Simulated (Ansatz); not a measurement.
Cost and result for the atomization energy of `CNB(C)N` (14 atoms, 13 bonds).

```xyz
14

C     1.1931   -1.2896   -0.8148
N     1.0274    0.0126   -0.2261
B    -0.1687    0.5755    0.2819
C    -1.5314   -0.2283    0.2456
N    -0.1466    1.8822    0.8332
H     1.8983   -1.9132   -0.2525
H     1.5494   -1.2345   -1.8504
H     0.2362   -1.8112   -0.8275
H     1.8774    0.5511   -0.1871
H    -1.4616   -1.1670    0.8045
H    -1.8160   -0.4953   -0.7771
H    -2.3599    0.3414    0.6733
H     0.6732    2.4595    0.8941
H    -0.9710    2.3168    1.2029
```

The species carries charge 0 and has multiplicity 1. The geometry is a stationary point of PBE0-D4/def2-TZVP. It is one conformer, not always the lowest. Program: Ansatz. All runs use 4 threads of an Arm Neoverse V1 on a shared host. Times are those of one run each, without the atoms' runs, and a repeat can differ threefold. Electronic energies, without spin–orbit coupling; frozen cores. CCSD(T)/CBS adds CCSD(T) − MP2 in def2-TZVPP to the MP2 limit, and its time is that of the two runs behind it. T1 = 0.010. B3LYP takes the VWN-RPA correlation (the form of Gaussian; ORCA's B3LYP/G).

CCSD(T)/CBS is a level of theory with its own doubt, some kJ/mol a heavy atom from the limit and from the frozen cores, so smaller differences don't rank the functionals.

```json
{"level": "PBE-D4/def2-TZVPP (with forces)", "functions": "281", "wall time": "2.9 s"}
{"level": "PBE0-D4/def2-TZVPP", "functions": "281", "wall time": "3.1 s"}
{"level": "r2SCAN-D4/def2-TZVPP (with forces)", "functions": "281", "wall time": "5 s"}
{"level": "B3LYP-D4/def2-TZVPP (with forces)", "functions": "281", "wall time": "5 s"}
{"level": "B2PLYP/def2-TZVPP", "functions": "281", "wall time": "6 s"}
{"level": "ωB97X-V/def2-TZVPP", "functions": "281", "wall time": "8.5 s"}
{"level": "ωB97M-V/def2-TZVPP (with forces)", "functions": "281", "wall time": "12 s"}
{"level": "MP2/def2-QZVPP", "functions": "555", "wall time": "29 s"}
{"level": "CCSD(T)/def2-TZVPP", "functions": "281", "wall time": "3.6 min"}
{"level": "CCSD(T)/CBS(def2)", "functions": "–", "wall time": "4.1 min"}
```

**Question.** What atomization energy does each give, and how far from CCSD(T)/CBS? (An estimate is asked.)

**Answer.** Ansatz gave: 
| level | atomization (kJ/mol) | difference from CCSD(T)/CBS | per bond |
| --- | --- | --- | --- |
| PBE-D4/def2-TZVPP (with forces) | 5543.3 | 126.3 | 9.7 |
| PBE0-D4/def2-TZVPP | 5457.8 | 40.8 | 3.1 |
| r2SCAN-D4/def2-TZVPP (with forces) | 5429.5 | 12.5 | 1.0 |
| B3LYP-D4/def2-TZVPP (with forces) | 5463.2 | 46.2 | 3.6 |
| B2PLYP/def2-TZVPP | 5392.1 | -24.9 | -1.9 |
| ωB97X-V/def2-TZVPP | 5444.6 | 27.6 | 2.1 |
| ωB97M-V/def2-TZVPP (with forces) | 5458.6 | 41.6 | 3.2 |
| MP2/def2-QZVPP | 5419.6 | 2.6 | 0.2 |
| CCSD(T)/def2-TZVPP | 5280.4 | -136.6 | -10.5 |
| CCSD(T)/CBS(def2) | 5417.0 | 0.0 | 0.0 |

In def2-TZVPP, CCSD(T) changes the Hartree–Fock value by +1299.8 kJ/mol (the triples alone add +67.5 kJ/mol) and MP2 by +1358.1 kJ/mol; breaking electron pairs costs correlation energy, which Hartree–Fock lacks. The D4 term adds +36.8 kJ/mol with B3LYP and +19.5 kJ/mol with PBE0; it sums over pairs of atoms, weighted by their polarisabilities, and B3LYP, whose exchange is more repulsive, gets the larger term. From PBE to PBE0 (25 % exact exchange), in def2-TZVPP and without D4, the atomization energy moves by −81.8 kJ/mol: exact exchange takes away binding that semilocal exchange gives to molecules.
